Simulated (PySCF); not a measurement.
C4H5NSe.
Geometry (PBE0-D3(BJ)/def2-SVP, Å), atoms numbered from 1 in this order:
```
atom  x, y, z in Å
N1    -1.794   -0.385    0.075
C2    -0.477    0.053    0.014
C3     0.605   -0.874   -0.188
C4     1.850   -0.321   -0.167
Se5    1.789    1.504    0.134
C6    -0.062    1.350    0.194
H7    -1.997   -1.189   -0.506
H8    -2.489    0.341   -0.047
H9     0.436   -1.943   -0.338
H10    2.799   -0.840   -0.298
H11   -0.693    2.221    0.367
```

The calculation used PBE0-D3(BJ)/def2-SVP geometry optimisation, gas phase (PySCF).

Take the most abundant isotopes and a rigid rotor. 

(1) What are A, B and C (GHz)?

(2) What kind of rotor is it?

(3) Is it planar, by Δ = Ic − Ia − Ib?

(4) Give the other two planar moments, Paa and Pbb, and the rms extents of the mass along the axes.

(5) Predict some low-J microwave lines.

Results:

(1) Ia = 78.37, Ib = 296.17, Ic = 374.03 u·Å²; 505379 MHz·u·Å²/I gives 6449, 1706 and 1351 MHz, that is A = 6.4489, B = 1.7064, C = 1.3512 GHz.

(2) An asymmetric top: κ = (2 × 1706 − 6449 − 1351)/(6449 − 1351) = -0.86.

(3) Not planar: Δ = Ic − Ia − Ib = -0.51 u·Å². For a rigid frame Δ = −2 Σ m c², so Σ m c² = 0.25 u·Å² lies off the ab plane: 0.21 from hydrogen and 0.05 from heavier atoms. The atom farthest from that plane is 0.40 Å away.

(4) Paa = Σ m a² = (Ib + Ic − Ia)/2 = 295.91 and Pbb = Σ m b² = (Ia + Ic − Ib)/2 = 78.11 u·Å². With the mass M = 146.96 u, the rms extents √(P/M) along a, b and c are 1.42, 0.73, 0.04 Å.

(5) The dipole components are |μa| = 1.54 D, |μb| = 0.01 D, |μc| = 1.02 D. Intensities carry the squares of the components, which stand as 1.00 : 0.00 : 0.44 (a : b : c). Some lines, for components of 0.1 D or more:

```json
{"type": "a", "branch": "Q", "J(Ka,Kc)": "1(1,0) ← 1(1,1)", "MHz": "355", "lower level (cm⁻¹)": "0.260"}
{"type": "a", "branch": "Q", "J(Ka,Kc)": "2(1,1) ← 2(1,2)", "MHz": "1066", "lower level (cm⁻¹)": "0.452"}
{"type": "a", "branch": "R", "J(Ka,Kc)": "1(0,1) ← 0(0,0)", "MHz": "3058", "lower level (cm⁻¹)": "0.000"}
{"type": "c", "branch": "Q", "J(Ka,Kc)": "2(1,2) ← 2(0,2)", "MHz": "4406", "lower level (cm⁻¹)": "0.305"}
{"type": "c", "branch": "Q", "J(Ka,Kc)": "1(1,1) ← 1(0,1)", "MHz": "4742", "lower level (cm⁻¹)": "0.102"}
{"type": "a", "branch": "R", "J(Ka,Kc)": "2(1,2) ← 1(1,1)", "MHz": "5760", "lower level (cm⁻¹)": "0.260"}
{"type": "a", "branch": "R", "J(Ka,Kc)": "2(0,2) ← 1(0,1)", "MHz": "6096", "lower level (cm⁻¹)": "0.102"}
{"type": "a", "branch": "R", "J(Ka,Kc)": "2(1,1) ← 1(1,0)", "MHz": "6470", "lower level (cm⁻¹)": "0.272"}
{"type": "c", "branch": "R", "J(Ka,Kc)": "1(1,0) ← 0(0,0)", "MHz": "8155", "lower level (cm⁻¹)": "0.000"}
{"type": "c", "branch": "R", "J(Ka,Kc)": "2(1,1) ← 1(0,1)", "MHz": "11568", "lower level (cm⁻¹)": "0.102"}
{"type": "c", "branch": "Q", "J(Ka,Kc)": "2(2,1) ← 2(1,1)", "MHz": "14227", "lower level (cm⁻¹)": "0.488"}
{"type": "c", "branch": "R", "J(Ka,Kc)": "2(2,0) ← 1(1,0)", "MHz": "20717", "lower level (cm⁻¹)": "0.272"}
{"type": "c", "branch": "R", "J(Ka,Kc)": "2(2,1) ← 1(1,1)", "MHz": "21053", "lower level (cm⁻¹)": "0.260"}
```

No PBE0-D3(BJ)/def2-SVP frequencies stand behind this structure, so it isn't proved a minimum. Zero-point vibration and centrifugal distortion are left out. A rigid rotor knows nothing of inversion at nitrogen, which can split or shift real lines. Quadrupole hyperfine structure (14N) is left out.
